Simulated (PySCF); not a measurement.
Coordinates in bohr (charge 1 multiplicity 1):
```
Tl    0.0000    0.0000    0.0000
H     0.0000    0.0000    3.1374
H     0.0000    0.0000   -3.1374
```

These are results of PBE0/[Tl def2-TZVP with ECP60, H def2-TZVP], scalar-relativistic core potentials, density fitting, no spin–orbit coupling, PySCF, not measurements.

This geometry of [TlH2]+ is a stationary point at this level.

Q: What is the point group?

A: D∞h.

Q: Is it a minimum?

A: Yes: all harmonic wavenumbers are real.

Q: What are the dipole moment and the gap between the highest occupied and lowest empty levels?

A: 0.00 D about the centre of mass and 8.16 eV.

Q: Give the atomic charges and bond orders.

A: 
```tsv
atom	Mulliken	Löwdin	polar tensor	Mayer order to Tl1
Tl1	0.73	0.99	1.09	–
H2,3	0.14	0.00	-0.05	0.86
```

This need not be the most stable arrangement of these atoms. With an element this heavy the missing spin–orbit coupling can shift these numbers.
